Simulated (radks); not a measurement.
The numbers below are computed, except where a source is named.
Problem. These are the eigenvalues of the occupied orbitals of an atom or ion with whole-number occupations (eV). Level of theory: scalar-relativistic Kohn-Sham, exchange-only LDA, spin-polarised, spherical densities, point nucleus (a radial shooting solver on a logarithmic mesh with Libxc functionals).

1s up: -44274.99
1s down: -44272.88
2s up: -7916.970
2s down: -7915.618
2p up: -7178.841
2p down: -7177.001
3s up: -2379.157
3s down: -2376.848
3p up: -2146.062
3p down: -2143.546
3d up: -1827.851
3d down: -1825.518
4s up: -1058.619
4s down: -1047.679
4p up: -972.7815

Which element is it, and in what charge state? The configuration may be excited. Open shells, if any, are filled with parallel spins first.

Solution. Z = 60, neodymium, charge +27: Nd27+ in [Ar] 3d10 4s2 4p3. The list shows which subshells hold electrons but not how many an open one holds; the 1s level, -1627.1 hartree, gives Z - s = 57.0 by -(Z - s)^2/2, which with screening and relativity narrows Z to a few neighbours, and the depths of the outer levels then fix element, charge and occupations together.
